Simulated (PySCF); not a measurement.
H6Se, SMILES [SeH6].

Geometry optimised at B3LYP-D3(BJ)/def2-TZVP.

Method: PBE/def2-TZVPD (PySCF).

Symmetry labels are those of the subgroup D2h that the program uses (full group Oh).

Computed valence orbital energies around the gap with their symmetry:
| orbital | symmetry | energy (eV) |
|---|---|---|
| HOMO−7 | B2g | -55.98 |
| HOMO−6 | B3g | -55.98 |
| HOMO−5 | Ag | -19.98 |
| HOMO−4 | B1u | -11.58 |
| HOMO−3 | B2u | -11.58 |
| HOMO−2 | B3u | -11.58 |
| HOMO−1 | Ag | -5.81 |
| HOMO | Ag | -5.81 |
| LUMO | Ag | -2.59 |
| LUMO+1 | B1u | 0.10 |
| LUMO+2 | B2u | 0.10 |
| LUMO+3 | B3u | 0.10 |
